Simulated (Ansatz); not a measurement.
A structure relaxed at PBE-D4/def2-SVPD in Ansatz, charge -1, doublet:

Cartesian coordinates in Å:
```
Ge 0.594 -1.835 -0.222
Ge 0.089 1.429 0.045
S -0.654 -1.630 1.820
S -1.462 -0.532 0.177
S 1.974 0.041 -0.139
S -0.541 2.528 -1.681
```

(1) Give its formula.

(2) Summarise the bond lengths by kind (pairs closer than 1.2 times the sum of covalent radii, bridged metal pairs left out).

## Answers

(1) Ge₂S₄⁻.

(2) 6 × Ge–S 2.14 to 2.50 Å; 1 × S–S 2.14 Å.

The relaxation made no stability test and no search for a lower SCF solution. Another isomer (doublet) lies 0.73 eV lower at PBE0-D4/def2-TZVPD; other spin states weren't run for this one.
